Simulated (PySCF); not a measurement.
Broadened absorption spectrum of C2H9FO2Si2

Compound: C2H9FO2Si2.
Z-matrix (Å and degrees, GFN2-xTB geometry), rows numbered from 1:
```
O 
Si  1  1.6134
O   2  1.6356  1  111.55
Si  3  1.6055  2  159.82  1   -27.65
C   4  1.9147  3  112.16  2    21.43
C   5  1.5169  4  114.60  3    69.72
F   6  1.3826  5  111.16  4   -63.71
H   1  0.9567  2  120.90  3   -38.24
H   2  1.4584  1  113.06  3   115.54
H   2  1.4535  1  104.27  3  -116.33
H   4  1.4624  3  107.67  2   -97.30
H   4  1.4634  3  105.80  2   140.40
H   5  1.0895  4  109.52  3  -170.14
H   5  1.0913  4  110.13  3   -52.84
H   6  1.0966  5  112.17  4   178.39
H   6  1.0942  5  111.75  4    54.69
```

The calculation used TDDFT CAM-B3LYP/def2-SVPD, vertical, gas phase, core orbitals frozen in the response in PySCF.

Computed states:

```
state  E (eV)       f
   S1    7.68   0.020
   S2    7.85  0.0031
   S3    7.93  0.0026
   S4    8.03   0.017
   S5    8.40   0.032
   S6    8.50   0.019
   S7    8.60   0.032
   S8    8.68   0.057
```

Each state is given a Gaussian of 0.4 eV full width at half maximum, with ε(max) = 2.175×10⁸ f / Δν̃ (Δν̃ the width in cm⁻¹). The width is an assumption, not a result. The curve ends short of the highest state used, and states not computed would add to its high-energy end.

**Question.** Give the broadened spectrum and its maxima.

**Answer.** 
(E (eV), ε (L mol⁻¹ cm⁻¹)): (7.08, 3), (7.12, 6), (7.16, 13), (7.21, 32), (7.25, 59), (7.29, 104), (7.34, 195), (7.38, 303), (7.42, 447), (7.47, 676), (7.51, 887), (7.55, 1108), (7.60, 1369), (7.64, 1543), (7.69, 1700), (7.73, 1775), (7.77, 1811), (7.82, 1823), (7.86, 1819), (7.90, 1812), (7.95, 1802), (7.99, 1795), (8.03, 1793), (8.08, 1822)

Maxima: 159 nm (7.82 eV), ε about 1800, made up of S1 (52%), S2 (11%) and S4 (28%) (ε in L mol⁻¹ cm⁻¹; maxima over ε = 5, shares over 10%). At its high-energy end, 8.08 eV, the curve is still rising (ε about 1800, from S4 and S5).

**Question.** Coming from long wavelengths, where does ε first pass 100 L mol⁻¹ cm⁻¹?

**Answer.** At about 170 nm (7.29 eV), 0.39 eV below S1.

**Question.** What would ε be at 7.82 eV, the highest of these maxima, with half the width (0.2 eV)?

**Answer.** About 1290 L mol⁻¹ cm⁻¹ against 1820, a factor of about 0.7; a lone state at its own centre would give exactly 2.

On one thread, Arm Neoverse N1 (aarch64), shared host, this took 1.8 min and 1.0 GiB of memory at its peak.

One conformer stands for the species.

Without π bonds the low states are Rydberg-like; a valence basis with one diffuse set may place them up to an eV too high.
